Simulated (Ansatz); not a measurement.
Abridged output of a molecular run in Ansatz:

```
Functional definition: HF
1142 factors; integrals over basis functions are off by at most 1.0e-3 eV
mean field evaluation 1: about -54128.5872 eV, gradient 3.0e1 eV
mean field evaluation 2: about -54128.6663 eV, gradient 3.0e1 eV
mean field evaluation 4: about -54131.2290 eV, gradient 3.6e0 eV
mean field evaluation 8: about -54131.2690 eV, gradient 2.4e-1 eV
mean field -54131.26940953 eV, -1989.2874593079 hartree, gradient 1.0e-6 eV, S^2 0.000000; 0 other end points of the search recorded, 0 dependent functions left out
11 core orbitals not correlated: weight in the atoms' cores, before any rotation towards them, 1.000 or more for the frozen orbitals, at most 0.000 for the correlated occupied ones
reference -54131.26940953 eV, -1989.2874593079 hartree; 13, 13 occupied and 170, 170 virtual orbitals, 1142 factors
second order -14.06657889 eV of doubles, -0.00000000 eV of singles
cycle   1  -14.33808755 eV  change   -2.7e-1 eV  update   9.7e-2
cycle   2  -14.84153144 eV  change   -5.0e-1 eV  update   3.0e-2
cycle   3  -14.92239223 eV  change   -8.1e-2 eV  update   1.4e-2
cycle   4  -14.91673530 eV  change    5.7e-3 eV  update   3.5e-3
cycle   5  -14.91559469 eV  change    1.1e-3 eV  update   1.5e-3
cycle   6  -14.91532668 eV  change    2.7e-4 eV  update   5.3e-4
cycle   7  -14.91521809 eV  change    1.1e-4 eV  update   2.1e-4
cycle   8  -14.91525459 eV  change   -3.7e-5 eV  update   8.2e-5
cycle   9  -14.91526824 eV  change   -1.4e-5 eV  update   3.3e-5
cycle  10  -14.91525258 eV  change    1.6e-5 eV  update   1.4e-5
perturbative correction -0.56855122 eV, -0.0208938721 hartree
Total energy: -54146.75321333 eV, -1989.8564786022 hartree
```

Its atoms:

Z-matrix (Å, degrees):
```
C
Ga 1 2.011
B 1 1.513 2 101.7
H 1 1.090 2 104.3 3 123.1
H 1 1.095 2 100.6 3 -119.7
H 2 1.567 1 119.2 3 77.0
H 2 1.567 1 118.2 3 -107.0
H 3 1.200 1 120.8 2 91.1
H 3 1.200 1 120.6 2 -83.7
```

Task: Which basis set was used?
A. def2-TZVPP
B. def2-SVP
C. def2-SVPD
D. def2-QZVPP

Result: A. It gives 194 functions.

Task: Write the keys of the input that set method, charge and spin (a neutral closed shell needs none for the last two).

Result: 
```yaml
correlation: {method: ccsd_t}
```
